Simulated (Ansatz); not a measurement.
Sites of protonation at heteroatoms (carbon was not tried) of N[Si](N)(N)O:

A. N[Si](N)(N)O + H+ → N[Si](N)(N)[OH2+]
B. N[Si](N)(N)O + H+ -> N[Si](N)([NH3+])O

Quantity: proton affinity (electronic energy difference), kcal/mol. Geometries: B3LYP-D3(BJ)/def2-TZVP minima from Ansatz (a program for electronic structure), one conformer each, not searched for the lowest. Cores are frozen in the correlated levels unless marked. Spin-orbit coupling is left out. No relativistic terms. CBS(X,Y): correlation extrapolated as X^-3; Hartree-Fock from the larger set. Positive means that the reaction releases energy.

```
   PBE0-D4/def2-TZVPD (Ansatz + dftd4)  LC-wPBE-D4/def2-TZVPD (Ansatz + dftd4)  wB97M-V/def2-TZVPD (Ansatz)  CCSD(T)/CBS(cc-pV(T+d)Z,cc-pV(Q+d)Z) (Ansatz)
-  -----------------------------------  --------------------------------------  ---------------------------  ---------------------------------------------
A                                206.8                                   207.3                        203.9                                     (withheld)
B                                231.6                                   232.0                        227.8                                     (withheld)
```

Problem. Some entries are withheld; supply them.

Solution. 
- A, CCSD(T)/CBS(cc-pV(T+d)Z,cc-pV(Q+d)Z) (Ansatz): 205.3
- B, CCSD(T)/CBS(cc-pV(T+d)Z,cc-pV(Q+d)Z) (Ansatz): 230.3
